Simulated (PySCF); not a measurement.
Job file and geometry (Å, from GFN2-xTB) of an NMR shielding run on `C[C@@H](CO)[Si@](C)(O)[SiH2]N`, C4H15NO2Si2, GIAO PBE0/pcSseg-1 NMR shielding, non-relativistic, gas phase in PySCF 2.14.0, density-fitted response routines; density fitting, a coarse starting grid and PySCF grid level 2 are the driver's defaults:

```
$ OMP_NUM_THREADS=1 python probes_run.py task.json out

{"job": {"kind": "nmr", "xc": "PBE0", "basis": "pcSseg-1"}, "charge": 0, "multiplicity": 1}
C     -2.343749     0.941666    -0.351019
C     -1.266374     0.046422     0.262402
C     -1.496139    -1.403171    -0.192372
O     -0.824158    -2.358411     0.585710
Si     0.510117     0.672989    -0.160891
C      0.627293     2.479050     0.446859
O      0.705098     0.634923    -1.794325
Si     2.291169    -0.600811     0.564930
N      2.056159    -2.159368    -0.163425
H     -3.337893     0.596209    -0.069516
H     -2.234864     1.968587    -0.011273
H     -2.282148     0.928514    -1.438618
H     -1.402914     0.054416     1.347867
H     -2.559354    -1.649763    -0.091935
H     -1.229169    -1.504321    -1.255292
H      0.127719    -2.316662     0.403952
H      0.389777     2.565825     1.501411
H      1.634533     2.859806     0.308520
H     -0.043330     3.140016    -0.095460
H      0.154760     1.150588    -2.380488
H      2.314984    -0.916025     1.997253
H      3.604395     0.003484     0.262834
H      1.943902    -2.190848    -1.165524
H      2.648450    -2.923350     0.124423
```

Problem. What does the program print?

Solution. 
```
coarse grid: 20128 points
cycle   1  E = -944.7259106826  dE =  8.151e-01  |g| = 1.023e+00  |ddm| = 4.256e+00
cycle   2  E = -944.5421809190  dE =  1.837e-01  |g| = 1.433e+00  |ddm| = 2.414e+00
cycle   3  E = -944.9230211701  dE = -3.808e-01  |g| = 1.340e-01  |ddm| = 1.665e+00
cycle   4  E = -944.9263525175  dE = -3.331e-03  |g| = 5.279e-02  |ddm| = 1.618e-01
cycle   5  E = -944.9269802858  dE = -6.278e-04  |g| = 9.173e-03  |ddm| = 5.268e-02
cycle   6  E = -944.9269958821  dE = -1.560e-05  |g| = 3.886e-03  |ddm| = 1.205e-02
cycle   7  E = -944.9269988957  dE = -3.014e-06  |g| = 5.892e-04  |ddm| = 3.315e-03
final grid: 182672 points
cycle   8  E = -944.9960670276  dE = -4.854e-05  |g| = 1.264e-02  |ddm| = 3.346e-02
cycle   9  E = -944.9960329327  dE =  3.409e-05  |g| = 1.816e-02  |ddm| = 2.484e-02
cycle  10  E = -944.9961008015  dE = -6.787e-05  |g| = 1.442e-03  |ddm| = 1.579e-02
cycle  11  E = -944.9961012062  dE = -4.046e-07  |g| = 2.642e-04  |ddm| = 1.464e-03
cycle  12  E = -944.9961012206  dE = -1.445e-08  |g| = 6.486e-05  |ddm| = 2.954e-04
cycle  13  E = -944.9961012214  dE = -7.401e-10  |g| = 2.943e-05  |ddm| = 8.750e-05
converged SCF energy = -944.9961012214

GIAO shielding tensors (ppm)
atom      isotropic    diamagn.    paramagn.     s11        s22        s33       span
  0 C      174.608     249.186     -74.578    159.927    175.377    188.519     28.592
  1 C      150.447     256.031    -105.583    138.074    151.628    161.640     23.567
  2 C      118.184     245.197    -127.013     81.662    111.414    161.476     79.814
  3 O      287.821     390.545    -102.724    256.900    298.932    307.631     50.731
  4 Si     339.565     881.604    -542.039    316.225    321.220    381.250     65.025
  5 C      187.034     256.066     -69.032    172.943    189.622    198.538     25.595
  6 O      322.290     391.192     -68.902    289.154    329.557    348.160     59.006
  7 Si     403.966     880.807    -476.841    356.196    389.491    466.210    110.014
  8 N      265.906     318.797     -52.892    240.302    259.427    297.988     57.685
  9 H       30.586      30.483       0.103     25.589     28.082     38.086     12.496
 10 H       30.616      31.935      -1.319     24.810     30.215     36.823     12.013
 11 H       31.239      32.321      -1.082     27.129     29.901     36.685      9.556
 12 H       30.773      35.342      -4.569     27.474     29.891     34.955      7.482
 13 H       28.037      31.177      -3.140     22.200     29.560     32.353     10.153
 14 H       27.730      32.522      -4.792     24.623     28.317     30.250      5.627
 15 H       27.430      32.200      -4.770     14.881     21.977     45.433     30.553
 16 H       32.057      32.403      -0.346     27.828     29.199     39.145     11.317
 17 H       31.369      30.541       0.828     26.649     29.111     38.346     11.697
 18 H       31.424      31.978      -0.553     26.835     30.187     37.250     10.415
 19 H       30.701      33.418      -2.717     22.101     25.856     44.145     22.044
 20 H       27.042      30.365      -3.323     24.409     25.271     31.446      7.037
 21 H       26.707      29.057      -2.350     22.558     25.314     32.249      9.691
 22 H       31.519      32.570      -1.051     24.158     29.032     41.367     17.209
 23 H       31.413      28.794       2.618     23.426     26.445     44.367     20.942
```

Problem. Turn these shieldings into chemical shifts. Scale: ¹³C (σ = 186.93 ppm), ²⁹Si (σ = 349.16 ppm), ¹H (σ = 31.72 ppm) vs TMS; ¹⁷O (σ = 336.08 ppm) against H2O; NH3 for ¹⁵N (σ = 267.73 ppm) (reference shieldings calculated alike).

Solution. Averaging equivalent atoms: C 2: 68.7; C 1: 36.5; C 0: 12.3; C 5: -0.1; O 3: 48.3; O 6: 13.8; Si 4: 9.6; Si 7: -54.8; N 8: 1.8; H 21: 5.01; H 20: 4.67; H 15: 4.29; H 14: 3.99; H 13: 3.68; H 19: 1.02; H 12: 0.94; H 9/10/11: 0.90; H 22/23: 0.25; H 16/17/18: 0.10 ppm. Experimental scales use liquid or dissolved standards, which lie at an offset from isolated NH3 (liquid NH3: subtract about 20 ppm) and H2O (liquid H2O: subtract about 36 ppm).

Size and cost of the density-fitted run: 242 basis functions, 2.2 min wall time on 1 thread of an Arm Neoverse N1, shared host; peak memory 1.1 GiB.
